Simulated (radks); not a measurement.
Values are calculated unless marked as measured or tabulated.
Task: Spherical quantum dot in the effective-mass picture: electrons in a hard-walled sphere of radius 1.81, all in effective atomic units (hartree* = m*/eps^2 hartree, bohr* = eps/m* bohr), one dielectric constant everywhere. Level of theory: non-relativistic Kohn-Sham, LDA (Slater exchange, Perdew-Wang correlation), spin-polarised, spherical densities (a radial shooting solver with Libxc functionals). Levels are named by radial order and angular momentum (1s, 1p, 1d, 2s, ...), and open shells are averaged over m. Results are scaled to m* = 0.029 and eps = 6, for which hartree* = 21.92 meV and bohr* = 10.95 nm. At N = 26 the configuration is 1s2 1p6 1d10 1f(up 7, down 1). Does electron 27 go into 2s down or 2s up or 1f down?

Result: Into 1f down. The total energies of the other choices lie higher by 2.05 meV (2s up), 3.41 meV (2s down).
